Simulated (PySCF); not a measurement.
Vertical excitations of a molecule C₃H₈ClFSi from TDDFT-PBE/def2-SVPD in PySCF, as energy in eV (oscillator strength): 7.08 (0.008), 7.19 (0.006), 7.33 (0.071), 7.81 (0.019), 7.89 (0.015), 7.92 (0.012), 7.95 (0.008), 7.99 (0.011), 8.02 (0.011), 8.08 (0.010). Lowest triplet (TDA): 6.79 eV. Geometry: PBE0-D3(BJ)/def2-SVP. The values are those of a single conformer.

Which molecule gave these data?
(A) F[C@@H](C[SiH3])CCl
(B) C[SiH2]C[C@H](F)Cl
(C) CCC[Si@H](F)Cl
(D) FC[SiH2]CCCl

C, CCC[Si@H](F)Cl
